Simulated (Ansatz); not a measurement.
A nudged elastic band was laid between two geometries of C₂H₈N₂OSi (14 atoms, charge 0, multiplicity 1).

These are results of RHF/def2-SVP (Ansatz), not measurements.

```yaml
movable_images: 7
climbing_image: yes
spring: 5.0 eV/Å²
optimiser: quadratic models (default)
start_path: through a guess of the saddle point
force_threshold: 0.05 eV/Å
iteration_limit: 60
end_points: relaxed
```

First end point:

```xyz
14
Properties=species:S:1:pos:R:3
N -2.786 0.691 0.307
C -1.623 -0.027 0.214
C -0.374 0.453 0.164
Si 1.099 -0.646 -0.036
N 2.095 0.022 -1.276
O 2.062 -0.810 1.306
H -2.714 1.647 0.590
H -3.589 0.219 0.664
H -1.792 -1.097 0.134
H -0.245 1.532 0.242
H 0.611 -2.025 -0.271
H 1.683 0.466 -2.073
H 2.980 -0.388 -1.507
H 2.580 -0.067 1.571
```

Last end point:

```xyz
14
Properties=species:S:1:pos:R:3
N -2.754 0.671 0.576
C -1.608 -0.037 0.331
C -0.366 0.448 0.199
Si 1.102 -0.650 -0.041
N 2.072 0.038 -1.292
O 2.093 -0.841 1.275
H -2.722 1.662 0.452
H -3.622 0.249 0.323
H -1.775 -1.109 0.280
H -0.237 1.529 0.257
H 0.608 -2.024 -0.288
H 1.649 0.486 -2.080
H 2.960 -0.359 -1.533
H 2.587 -0.092 1.571
```

(1) What changes between the two ends?

(2) Give the energies along the band, and the barrier.

(3) What is the geometry of the highest image?

(4) What are the harmonic wavenumbers there?

The band took 8 iterations and of the order of 4 core-minutes.

Answers

(1) No bond is made or broken. The height of N1 over the plane of its neighbours goes from -0.21 to 0.20 Å.

(2) It converged. The highest image is number 4 of 0 to 8, 1.5 kJ/mol above the first end and 1.1 kJ/mol above the last; the last end lies 0.4 kJ/mol above the first. A vibrational analysis at the climbing image gives one clearly imaginary mode, 316i cm⁻¹: a first-order saddle point.

| image | path coordinate (Å) | energy (kJ/mol) | height of N1 over the plane of its neighbours (Å) |
| --- | --- | --- | --- |
| 0 | 0.00 | 0.0 | -0.21 |
| 1 | 0.08 | 0.1 | -0.19 |
| 2 | 0.15 | 0.6 | -0.14 |
| 3 | 0.23 | 1.3 | -0.07 |
| 4 | 0.31 | 1.5 | 0.01 |
| 5 | 0.38 | 1.3 | 0.08 |
| 6 | 0.45 | 0.8 | 0.14 |
| 7 | 0.51 | 0.5 | 0.18 |
| 8 | 0.58 | 0.4 | 0.20 |

(3) 
```xyz
14
Properties=species:S:1:pos:R:3:forces:R:3
N -2.761 0.674 0.450 -0.04 0.05 0.01
C -1.611 -0.026 0.276 0.04 0.00 0.01
C -0.363 0.459 0.182 0.00 0.00 -0.01
Si 1.102 -0.642 -0.037 -0.03 -0.01 0.00
N 2.091 0.031 -1.281 0.00 0.00 0.00
O 2.083 -0.835 1.287 0.01 0.01 -0.01
H -2.752 1.669 0.522 0.01 -0.02 -0.01
H -3.643 0.215 0.482 0.01 0.00 0.00
H -1.776 -1.097 0.213 0.00 -0.02 0.00
H -0.234 1.539 0.247 0.00 0.01 0.00
H 0.600 -2.015 -0.281 0.01 0.00 0.00
H 1.674 0.470 -2.078 0.00 0.01 0.00
H 2.975 -0.377 -1.515 0.02 -0.01 0.00
H 2.603 -0.096 1.561 -0.01 0.00 0.00
```

(4) 316i, 77, 153, 174, 230, 242, 338, 373, 398, 455, 457, 526, 788, 839, 871, 886, 893, 946, 951, 1003, 1119, 1125, 1307, 1400, 1454, 1683, 1749, 1823, 2316, 3265, 3325, 3794, 3840, 3891, 3976, 4207 cm⁻¹.

Time of the run: 2.1 min on 2 threads of Intel(R) Xeon(R) 6975P-C (Granite Rapids), on a shared host, peak memory 0.32 GiB.
